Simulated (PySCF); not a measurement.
Start geometry of `BP[SiH2]Cl` from GFN2-xTB (Å):
```
atom  x, y, z in Å
B1    -1.8664    0.0977    0.0181
P2    -0.4091   -0.7965   -0.6185
Si3    1.3844    0.0324    0.4054
Cl4    3.0006   -0.5764   -0.6188
H5    -2.0047    0.1762    1.1769
H6    -2.7051    0.4614   -0.7083
H7    -0.2474   -0.3385   -1.9101
H8     1.4141   -0.5449    1.7476
H9     1.4470    1.4946    0.4826
```

What comes out of this run: PBE0-D3(BJ)/def2-SVP geometry optimisation, gas phase (PySCF)?

```
atom  x, y, z in Å
B1     0.8954    0.0172   -0.8779
P2     2.2950   -0.7015   -1.8580
Si3    4.1485    0.0408   -0.8601
Cl4    5.7915   -0.8837   -1.7093
H5     0.9486   -0.0380    0.3266
H6    -0.0980    0.4032   -1.4408
H7     2.2953   -0.0581   -3.1229
H8     4.0403   -0.3463    0.5725
H9     4.3539    1.5085   -1.0026
```

The energy falls by 3.3 kcal/mol over 16 energy and gradient evaluations, the largest force component goes from 0.0209 to 2.4e-04 Eh/bohr, and the atoms move by 0.260 Å rms after alignment. The bond that changes most is Si3–Cl4 (chlorine-bound silicon to silicon-bound chlorine), which lengthens by 0.060 Å. Bonds longer at the end by more than 0.005 Å: 8 of 8; shorter: 0. Among the angles that change most is B1–P2–Si3, from 107.5° to 105.2°. Among the dihedrals that turn most is B1–P2–Si3–H8, from 77° to 55°. Rotational constants go from 10276, 1541, 1386 to 10214, 1482, 1335 MHz. The orientation of the end geometry is arbitrary; only internal coordinates are fixed.

The run used 93 basis functions and 93 SCF cycles in all. Hardware: one thread of an Arm Neoverse V1, on a shared host. Cost: 42 s wall.

Whether it is a minimum is left open (no frequencies). The numbers are those of one conformer.
